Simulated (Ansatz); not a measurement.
One change: `[SiH3][O][GaH][Br]` becomes `[SiH3][O][InH][Br]`.

Ansatz, PBE0-D4/def2-TZVP geometries, multiplicity 1. Each molecule was computed in one conformer, which needn't be the lowest.

Elements past krypton have def2 core potentials. Scalar relativity is left out up to krypton.

| property | `[SiH3][O][GaH][Br]` |
| --- | --- |
| LUMO energy (PBE/def2-TZVPP) / eV | -2.24 |
| size of the dipole moment (PBE/def2-TZVPP) / D | 1.26 |
| size of the dipole moment (B3LYP/def2-TZVPP) / D | 1.31 |
| LUMO energy (ωB97M-V/def2-TZVPP) / eV | 0.24 |
| HOMO–LUMO gap (B3LYP/def2-TZVPP) / eV | 6.57 |
| HOMO–LUMO gap (ωB97M-V/def2-TZVPP) / eV | 11.05 |

(1) What does the change do to each property? (Best estimate.)

Results:

(1) Ansatz gave: 
```csv
property,`[SiH3][O][InH][Br]`,shift
LUMO energy (PBE/def2-TZVPP) / eV,-2.59,-0.35
size of the dipole moment (PBE/def2-TZVPP) / D,2.29,1.03
size of the dipole moment (B3LYP/def2-TZVPP) / D,2.36,1.05
LUMO energy (ωB97M-V/def2-TZVPP) / eV,-0.30,-0.54
HOMO–LUMO gap (B3LYP/def2-TZVPP) / eV,6.06,-0.51
HOMO–LUMO gap (ωB97M-V/def2-TZVPP) / eV,10.33,-0.72
```

With PBE0 the HOMO rises by 0.20 eV and the LUMO falls by 0.33 eV, so the gap narrows by about 0.53 eV. PBE moves the HOMO by 0.22 eV and ωB97M-V by 0.18 eV. Dipoles are sizes alone; their direction can turn.

B3LYP here is the variant with VWN-RPA as its local correlation; programs differ in this.

Spin–orbit coupling is left out; it splits and shifts lone-pair levels of the heavy atoms by tenths of an eV.
